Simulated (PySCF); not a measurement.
Numbering as in the mapped SMILES `[CH2:1]=[CH:2][C@@H:3]([C@H:4]([CH3:5])[O:6][SiH3:7])[C:8]([F:9])([F:10])[F:11]` (H(Xn): hydrogen on atom n). Ha(C1) is cis to C3; Hb(C1) is trans to C3.

One averaged value for each set of equivalent atoms, no solvent, non-relativistic, a single conformation. NMR shieldings at PBE0/pcSseg-1/GIAO; GFN2-xTB geometry; PySCF 2.14.

Problem. List the cross peaks expected in HSQC, COSY and HMBC spectra.

Solution. 

HSQC (one-bond C–H):
```tsv
δH	δC
6.26 (H(C2))	140.3 (C2)
5.89 (Ha(C1))	128.6 (C1)
5.78 (Hb(C1))	128.6 (C1)
3.73 (H(C4))	77.3 (C4)
2.70 (H(C3))	56.9 (C3)
1.28 (H(C5))	23.2 (C5)
```

COSY cross peaks (H two or three bonds apart, from the bond graph; peaks can be absent where the dihedral angle is near 90°):
```tsv
δH	δH
6.26 (H(C2))	5.89 (Ha(C1))
6.26 (H(C2))	5.78 (Hb(C1))
6.26 (H(C2))	2.70 (H(C3))
5.89 (Ha(C1))	5.78 (Hb(C1))
3.73 (H(C4))	2.70 (H(C3))
3.73 (H(C4))	1.28 (H(C5))
```

HMBC (two and three bonds, from the bond graph):
```tsv
δH	δC
6.26 (H(C2))	136.2 (C8), 128.6 (C1), 77.3 (C4), 56.9 (C3)
5.89 (Ha(C1))	140.3 (C2), 56.9 (C3)
5.78 (Hb(C1))	140.3 (C2), 56.9 (C3)
4.93 (H(Si7))	77.3 (C4)
3.73 (H(C4))	140.3 (C2), 136.2 (C8), 56.9 (C3), 23.2 (C5)
2.70 (H(C3))	140.3 (C2), 136.2 (C8), 128.6 (C1), 77.3 (C4), 23.2 (C5)
1.28 (H(C5))	77.3 (C4), 56.9 (C3)
```

δ = σ(ref) − σ, references computed at the same level: ¹H, ¹³C vs TMS.

Short H···H contacts in this conformer between protons four or more bonds apart (candidates for NOE cross peaks, intensity ∝ r⁻⁶): H(C3)···H(C5) 2.56 Å, Ha(C1)···H(C4) 2.71 Å, H(C2)···H(C5) 2.72 Å.

Shifts are as computed. Against solution values, carbons near 30 ppm lie about +3 ppm off and those near 130 ppm about +5 ppm. Of 1211 compounds with measured shifts, 218 miss one by over three times the rms of a fit or turn the order of signals round; such compounds aren't used in these exercises.
